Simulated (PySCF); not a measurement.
## SMILES CO/C(F)=C/CC(N)=O, C₅H₈FNO₂

Geometry (Å), atoms numbered from 1 in this order:
```xyz
17

C     2.7634    0.1820    0.8987
O     1.7977    1.1846    1.1139
C     0.6883    1.1459    0.3552
F    -0.0993    2.1868    0.7051
C     0.3113    0.3035   -0.5973
C    -0.9964    0.4154   -1.3225
C    -2.0388   -0.4719   -0.6358
N    -2.4855    0.0375    0.5321
O    -2.4133   -1.5305   -1.0808
H     3.5698    0.3965    1.5968
H     2.3542   -0.8113    1.1042
H     3.1441    0.2144   -0.1260
H     0.9361   -0.5360   -0.8459
H    -1.3495    1.4471   -1.3216
H    -0.8808    0.0689   -2.3487
H    -3.1545   -0.4861    1.0718
H    -2.1538    0.9148    0.8908
```

Level of theory: GIAO B3LYP/pcSseg-1 magnetisability, rotational g tensor and spin-rotation constants, non-relativistic, gas phase (PySCF). Geometry: GFN2-xTB.

Q: Give the nuclear spin-rotation constants along the inertial axes (H = +C I·J) beside the isotropic shieldings.

A: Rotational constants 3.0689, 0.8828, 0.7889 GHz. A star marks the isotopologue with that one atom substituted, in its own axes.
```tsv
atom	isotope	Caa (kHz)	Cbb (kHz)	Ccc (kHz)	mean (kHz)	σ (ppm)
F4	19F	4.582	0.853	0.848	2.094	265.7
N8	14N	0.310	0.058	0.049	0.139	152.4
H10	1H	0.118	-0.101	-0.064	-0.015	27.7
H11	1H	-0.140	-0.065	-0.037	-0.081	28.2
H12	1H	-0.317	-0.067	0.010	-0.125	28.2
H13	1H	-0.328	0.061	-0.097	-0.121	27.9
H14	1H	-0.324	0.012	-0.062	-0.125	28.7
H15	1H	-0.304	-0.047	-0.023	-0.125	29.5
H16	1H	-0.168	-0.101	-0.008	-0.093	27.7
H17	1H	-0.076	-0.024	-0.089	-0.063	26.8
C1	13C*	0.704	0.138	0.180	0.341	125.2
O2	17O*	-0.323	-0.204	-0.085	-0.204	215.3
C3	13C*	1.177	0.410	0.246	0.611	6.1
C5	13C*	0.784	0.279	0.117	0.393	104.8
C6	13C*	0.570	0.174	0.119	0.287	145.1
C7	13C*	1.034	0.334	0.344	0.571	8.3
O9	17O*	-1.205	-0.413	-0.281	-0.633	-99.7
```
For the geometry as given, no vibrational averaging.
